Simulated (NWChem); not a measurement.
# CH5ISi; SMILES C[SiH2]I

```xyz
8

Si     0.6127    -1.4487     0.0000
C     -0.9246    -2.5321     0.0000
I     -0.0443     0.9411     0.0000
H      1.4513    -1.6759    -1.2252
H      1.4513    -1.6759     1.2252
H     -1.5415    -2.3352     0.8989
H     -0.6292    -3.6024     0.0000
H     -1.5415    -2.3352    -0.8989
```
Atoms are numbered in this order, from 1.

Level: PBE-D3(BJ)/def2-SVP with def2 effective core potentials on I (NWChem), optimised geometry, unscaled harmonic frequencies. def2 effective core potentials on I; no spin-orbit coupling.

```json
[
 {"frequency (cm⁻¹)": "157", "IR intensity (km/mol)": "0.6"},
 {"frequency (cm⁻¹)": "170", "IR intensity (km/mol)": "0.0"},
 {"frequency (cm⁻¹)": "340", "IR intensity (km/mol)": "25.0"},
 {"frequency (cm⁻¹)": "458", "IR intensity (km/mol)": "5.4"},
 {"frequency (cm⁻¹)": "608", "IR intensity (km/mol)": "1.5"},
 {"frequency (cm⁻¹)": "661", "IR intensity (km/mol)": "0.5"},
 {"frequency (cm⁻¹)": "713", "IR intensity (km/mol)": "60.4"},
 {"frequency (cm⁻¹)": "855", "IR intensity (km/mol)": "300.1"},
 {"frequency (cm⁻¹)": "856", "IR intensity (km/mol)": "34.6"},
 {"frequency (cm⁻¹)": "910", "IR intensity (km/mol)": "81.1"},
 {"frequency (cm⁻¹)": "1214", "IR intensity (km/mol)": "15.1"},
 {"frequency (cm⁻¹)": "1374", "IR intensity (km/mol)": "6.8"},
 {"frequency (cm⁻¹)": "1382", "IR intensity (km/mol)": "2.0"},
 {"frequency (cm⁻¹)": "2169", "IR intensity (km/mol)": "83.4"},
 {"frequency (cm⁻¹)": "2180", "IR intensity (km/mol)": "92.4"},
 {"frequency (cm⁻¹)": "2977", "IR intensity (km/mol)": "0.9"},
 {"frequency (cm⁻¹)": "3079", "IR intensity (km/mol)": "0.5"},
 {"frequency (cm⁻¹)": "3095", "IR intensity (km/mol)": "0.2"}
]
```

- zero-point energy = 33.1 kcal/mol
- thermal correction to the enthalpy at 298.15 K (with zero-point energy) = 37.1 kcal/mol
- heat capacity Cv = 17.4 cal/(mol K)
- entropy at 298.15 K and 1 atm (symmetry number 1) = 76.3 cal/(mol K)

Rigid rotor and harmonic oscillator.
